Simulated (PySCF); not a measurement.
Energy of Cu²⁺ (copper, charge +2) between two integer charges

The 3d beta orbital of [Ar] 3d9 is emptied in steps (occupation f), with all orbitals relaxed, ending at [Ar] 3d8. Calculation: PySCF 2.14, in def2-TZVP; no relativity, point nucleus. The exact energy is a straight line in f; departures are measured from the line between the end points of the same method.

**Question.** Among PBE0, r2SCAN, LC-wPBE, which shows the largest delocalisation error (convex curve), and which is closest to linear?

**Answer.** Most convex: r2SCAN (-2.066 eV at f = 0.5); closest to linear: LC-wPBE (-0.906 eV).

```
  f  PBE0 (eV)  r2SCAN (eV)  LC-wPBE (eV)
  1      0.000        0.000         0.000
0.9     -0.521       -0.740        -0.316
0.7     -1.226       -1.732        -0.750
0.5     -1.470       -2.066        -0.906
0.3     -1.243       -1.737        -0.771
0.1     -0.536       -0.745        -0.334
  0      0.000        0.000         0.000
```

```tsv
method	E(f=0) − E(f=1) (eV)	−ε at f=1 (eV)	−ε at f=0.5 (eV)
PBE0	37.081	31.314	37.030
r2SCAN	36.747	28.544	36.734
LC-wPBE	37.469	33.975	37.407
```

Reference removal energy between the ground levels: 36.841 ± 0.012 eV (measured; NIST Atomic Spectra Database, ionization energies). The calculation has no spin-orbit coupling. The determinant left behind need not be the lowest term of the ion.
